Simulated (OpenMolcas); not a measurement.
# Rh3+ in tetrahedral coordination: ligands and hosts compared

```
Program             : OpenMolcas
Method              : SS-CASPT2, IPEA 0.25 Eh, imaginary shift 0.1 Eh
Active space        : 6 electrons in 5 orbitals (4d)
Spin-orbit coupling : state interaction with AMFI integrals over the reference wave functions
```

Distances were set from a Shannon-type radius of the metal (high-spin where two are listed) plus a fixed donor radius (O 1.38, Cl 1.76, OH 1.33 Å). Anionic complexes are neutralised by point charges, and hosts are embedded clusters. Ligand basis ANO-RCC-VDZP. States (labels of the rotation group of each site). Energies in cm-1 above the lowest state or level, χT in cm3 K/mol; under a threefold ground state the first gap can be a small split of the lowest multiplet, not the spin-orbit step.

| Ligand or host | R (Å) | Metal basis | Outer charge (e at Å behind ligand) | Ground state | First state of that spin | First gap with spin-orbit (degeneracies) | χT at 300 K | First state of another spin |
| --- | --- | --- | --- | --- | --- | --- | --- | --- |
| O | 1.92 | ANO-RCC-VTZP | 1.2 at 2.6 | 5E | 5T2 8200 | 120 (1, 2) | 2.953 | 3T1 2430 |
| Cl | 2.29 | ANO-RCC-VTZP | 0.25 at 3.2 | 3T1 | 4970 | 85 (2, 3) | 1.292 | 5E 1660 |
| OH | 1.87 | ANO-RCC-VDZP | 0.25 at 2.6 | 2S+1 = 5 | 8570 | 130 (1, 1) | 2.299 | 2S+1 = 3: 55 |

The rows also differ in their metal basis and outer charges, so part of each step comes from that.

Roots that are degenerate in the reference are averaged as groups; the widest CASPT2 spread within a group is 850 cm-1 (the 3-fold group of multiplicity 3 near 17600 cm-1 above the lowest state of its run, O). Shifts and gaps below about the spread of the groups concerned are not significant. Over all roots computed the reference weight is 0.64 to 0.68 in O, 0.64 to 0.70 in Cl, 0.69 to 0.73 in OH; the roots of lowest weight are the least certain, and an intruder state may touch them. Ligand-to-metal charge-transfer states are missing. With no ligand orbital active B as a rule stays too high, so bands that hang on it stand too high and its fall with covalency is understated. With one d shell and no ligand orbital active, 10Dq can be off by a tenth or more. An orbital doublet at a regular site is open to a Jahn-Teller distortion, which this geometry leaves out (holds for O). This shell can be high or low spin here, a state of another spin lies low, and with metal d orbitals alone active their balance is uncertain, so the ground spin may be wrong (holds for O; OH). The least metal-like active orbital is 78 % on the metal (Löwdin) and no ligand orbital is active, so the numbers are rough (holds for O). The oxide ions are held by bare point charges, a crude embedding (holds for O). These CASPT2 states fit no ligand-field parameters well, so their order and spin gaps are uncertain (holds for O). An orbital triplet at a regular site is open to Jahn-Teller coupling, which can distort the site and quench the lowest spin-orbit gaps and is left out (holds for Cl). This shell can be high or low spin here, a state of another spin lies low, and with metal d orbitals alone active their balance is uncertain, so the ground spin may be wrong, although the usual error favours high spin (holds for Cl). The least metal-like active orbital is 76 % on the metal (Löwdin) and no ligand orbital is active, so the numbers are rough (holds for Cl). Spin-orbit coupling mixes the spin-free states strongly: the lowest level takes only 65 % from its leading state, 2S+1 = 5 (holds for OH). The least metal-like active orbital is 75 % on the metal (Löwdin) and no ligand orbital is active, so the numbers are rough (holds for OH). No measured value stands beside these numbers; the geometry was imposed, not optimised, and the real ion may take another.

A state without a sure symmetry label is named by its multiplicity alone.
